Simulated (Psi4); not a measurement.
Relaxed torsion scan: SMILES CC/C=C\[SiH3]. Scanned: dihedral C1–C2–C3–C4; all other coordinates were relaxed at GFN2-xTB. Points at φ and −φ are mirror images.

Geometry of the scan point at -150° (Å):
```
15

C      1.9670    -0.2776     0.7447
C      1.0196     0.6111    -0.0556
C      0.2940    -0.1517    -1.1179
C     -0.1224     0.3536    -2.2728
Si     0.1359     2.1192    -2.8649
H      2.4747     0.2998     1.5141
H      2.7192    -0.7158     0.0918
H      1.4190    -1.0844     1.2271
H      1.5688     1.4405    -0.5051
H      0.2787     1.0429     0.6266
H      0.0849    -1.1869    -0.8663
H     -0.6627    -0.3078    -2.9401
H      1.5670     2.4103    -3.0076
H     -0.5174     2.2645    -4.1680
H     -0.4503     3.0744    -1.9188
```

Level of theory: PBE-D3(BJ)/def2-TZVP // GFN2-xTB (Psi4).

Scanned values (°): -165, -150, -135, -120, -105, -90, -75, -60, -45, -30, -15, 0, 15, 30, 45, 60, 75, 90, 105, 120, 135, 150, 165, 180.

**Question.** At which scan points does the profile have its minima and maxima, and how high do they lie?

**Answer.** Lower than their neighbours: -120° (0.0 kJ/mol), 0° (8.2 kJ/mol), 120° (0.0 kJ/mol). Higher than their neighbours: -45° (10.2 kJ/mol), 45° (10.2 kJ/mol), 180° (5.6 kJ/mol). The whole profile spans 10.2 kJ/mol.
